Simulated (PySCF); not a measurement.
tert-butyl isocyanate, `CC(C)(C)N=C=O`. Theory: PySCF, PBE0-D3(BJ)/def2-TZVP geometry optimisation, gas phase.

```
atom  x, y, z in Å
C1    -0.0393   -0.8892    1.1681
C2    -0.0867   -0.0365   -0.0946
C3    -0.1438    1.4450    0.2603
C4    -1.2863   -0.4220   -0.9489
N5     1.1077   -0.2888   -0.8856
C6     2.2951   -0.2166   -0.7525
O7     3.4637   -0.1864   -0.7378
H8     0.0404   -1.9474    0.9132
H9    -0.9482   -0.7426    1.7557
H10    0.8177   -0.6162    1.7879
H11   -1.0536    1.6618    0.8245
H12    0.7153    1.7301    0.8716
H13   -0.1435    2.0561   -0.6439
H14   -1.2396   -1.4780   -1.2201
H15   -1.3067    0.1672   -1.8673
H16   -2.2126   -0.2436   -0.3995
```

Which two atoms are farthest apart?

O7···H16, 5.69 Å; the next longest distance is 5.12 Å.

Where is the centre of mass (commonest isotopes), and what is the radius of gyration?

Mass 99.068 u; centre at (0.751, -0.079, -0.268) Å; Rg = √(Σ m r²/M) = 1.920 Å. As Ia + Ib + Ic = 2 Σ m r², the three principal moments sum to 730.4 u·Å².

How far apart are these pairs, which share no bond: C4···H9, N5···H11, H8···H9, H9···H12, H11···H15?

C4···H9 2.744 Å (3 bonds apart); N5···H11 3.376 Å (3 bonds apart); H8···H9 1.772 Å (2 bonds apart); H9···H12 3.109 Å (4 bonds apart); H11···H15 3.089 Å (4 bonds apart).

Give the dihedral angles C1–C2–C3–H12, H10–C1–C2–C3, N5–C2–C4–H14, C4–C2–C3–H12, H10–C1–C2–C4.

C1–C2–C3–H12 58° (synclinal); H10–C1–C2–C3 -57° (synclinal); N5–C2–C4–H14 60° (synclinal); C4–C2–C3–H12 180° (antiperiplanar); H10–C1–C2–C4 180° (antiperiplanar). Dihedral signs follow IUPAC: positive where, seen along the central bond, the front bond turns clockwise onto the rear one.

What is the repulsion energy of the bare nuclei, Σ ZA·ZB/RAB?

299.92 Eh over 120 pairs, with full nuclear charges and distances in bohr; the largest single term is 21.73 Eh (C6 with O7).

Write the matrix of distances between heavy atoms (Å, lower triangle).

```
C1    0.000
C2    1.524  0.000
C3    2.507  1.524  0.000
C4    2.501  1.522  2.501  0.000
N5    2.428  1.455  2.426  2.399  0.000
C6    3.097  2.478  3.120  3.593  1.197  0.000
O7    4.049  3.611  4.083  4.761  2.363  1.169  0.000
```

Stationary, but not proved a minimum.

Time: 5.6 min of wall time; peak memory 1.3 GiB. Hardware: one thread of an AMD EPYC 7R43, shared host with 256 logical CPUs at a one-minute load of 139. This is the geometry optimisation.
